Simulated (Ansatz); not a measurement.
A nudged elastic band was laid between two geometries of C2H2FSi (6 atoms, charge 0, multiplicity 2).

These are results of Ansatz, UKS PBE0/cc-pVDZ, not measurements.

```json
{"movable images": "5", "climbing image": "yes", "spring": "5.0 eV/Å²", "optimiser": "quadratic models (default)", "start path": "through a guess of the saddle point", "force threshold": "0.03 eV/Å", "iteration limit": "60", "end points": "relaxed"}
```

First end point:

```xyz
6
Properties=species:S:1:pos:R:3
C 0.122 -0.685 -1.624
C 0.113 -0.215 -0.497
Si 0.349 0.476 1.171
F -0.491 -0.426 2.269
H 0.105 -1.098 -2.616
H -0.156 1.884 1.250
```

Last end point:

```xyz
6
Properties=species:S:1:pos:R:3
C 0.131 -0.686 -1.623
C -0.023 -0.203 -0.512
Si -0.489 0.563 1.073
F -0.128 -0.463 2.314
H 0.289 -1.115 -2.595
H 0.262 1.840 1.298
```

Which bonds break or form, and what moves?

No bond is made or broken. The height of Si3 over the plane of its neighbours goes from 0.55 to -0.55 Å. The two ends are copies of one structure, up to a mirror image or an exchange of like atoms.

What energy profile does the band end with?

It converged. The highest image is number 3 of 0 to 6, 12.3 kcal/mol above the ends, which have the same energy within 2 meV. A vibrational analysis at the climbing image gives one clearly imaginary mode, 719i cm⁻¹: a first-order saddle point.

```csv
image,path coordinate (Å),energy (kcal/mol),height of Si3 over the plane of its neighbours (Å)
0,0.00,0.0,0.55
1,0.22,0.7,0.47
2,0.43,6.6,0.25
3,0.65,12.3,0.00
4,0.86,6.7,-0.24
5,1.07,0.8,-0.47
6,1.28,0.0,-0.55
```

What is the geometry of the highest image?


```xyz
6
Properties=species:S:1:pos:R:3:forces:R:3
C 0.130 -0.713 -1.662 -0.03 0.00 -0.01
C 0.037 -0.224 -0.540 0.03 0.00 0.01
Si -0.063 0.521 1.055 0.00 0.00 -0.01
F -0.303 -0.453 2.356 -0.01 0.00 0.01
H 0.195 -1.144 -2.644 0.01 0.00 0.00
H 0.044 1.948 1.389 0.00 0.00 0.00
```

What are the harmonic wavenumbers there?

719i, 145, 295, 354, 517, 680, 761, 773, 915, 2045, 2362, 3484 cm⁻¹.

Time of the run: 3.3 min on 1 thread of Arm Neoverse V1, with other jobs on the host, peak memory 0.17 GiB.
